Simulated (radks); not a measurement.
The numbers below are computed, except where a source is named.
Bi IV, 80 electrons, occupied as [Xe] 4f14 5d10 6s1 5f1 (not the ground configuration). Code: a radial shooting solver on a logarithmic mesh with Libxc functionals. Model: scalar-relativistic Kohn-Sham, Wu-Cohen GGA, spin-unpolarised, spherical densities, finite nucleus; Fermi nuclear charge, rms radius 5.5211 fm.

Radial electron density D(r) = 4 pi r^2 rho(r):

| r (bohr) | D(r) (e/bohr) |
|---|---|
| 0.0006067 | 6.304 |
| 0.0007119 | 8.001 |
| 0.0008288 | 10.00 |
| 0.0009726 | 12.61 |
| 0.001132 | 15.64 |
| 0.001329 | 19.54 |
| 0.001547 | 23.99 |
| 0.001815 | 29.59 |
| 0.002113 | 35.85 |
| 0.00248 | 43.48 |
| 0.00291 | 52.17 |
| 0.003388 | 61.32 |
| 0.003976 | 71.66 |
| 0.004629 | 81.82 |
| 0.005432 | 92.30 |
| 0.006323 | 101.4 |
| 0.007421 | 109.2 |
| 0.008639 | 114.3 |
| 0.01014 | 116.4 |
| 0.0119 | 115.3 |
| 0.01385 | 111.7 |
| 0.01625 | 106.8 |
| 0.01892 | 103.5 |
| 0.0222 | 104.0 |
| 0.02585 | 110.2 |
| 0.03033 | 122.8 |
| 0.03531 | 138.1 |
| 0.04144 | 152.1 |
| 0.04863 | 158.0 |
| 0.05661 | 153.1 |
| 0.06644 | 139.6 |
| 0.07734 | 127.2 |
| 0.09076 | 124.2 |
| 0.1057 | 133.1 |
| 0.124 | 145.8 |
| 0.1444 | 147.0 |
| 0.1694 | 129.4 |
| 0.1988 | 102.3 |
| 0.2314 | 85.84 |
| 0.2716 | 87.65 |
| 0.3162 | 97.81 |
| 0.371 | 98.62 |
| 0.4319 | 83.05 |
| 0.5069 | 58.47 |
| 0.5901 | 39.88 |
| 0.6925 | 30.36 |
| 0.8126 | 26.95 |
| 0.946 | 23.85 |
| 1.11 | 18.67 |
| 1.292 | 13.03 |
| 1.517 | 7.950 |
| 1.766 | 4.567 |
| 2.072 | 2.381 |
| 2.412 | 1.237 |
| 2.831 | 0.6406 |
| 3.322 | 0.3751 |
| 3.867 | 0.2516 |
| 4.538 | 0.1616 |
| 5.283 | 0.09225 |
| 6.2 | 0.04131 |
| 7.217 | 0.01469 |
| 8.47 | 0.003452 |
| 9.86 | 0.0005841 |

D(r) has 4 maxima, at r = 0.0104, 0.0486, 0.135, 0.345 bohr, and minima at 0.0202, 0.0865, 0.247 bohr, inside which lie 1.86, 10.93, 30.14 electrons.
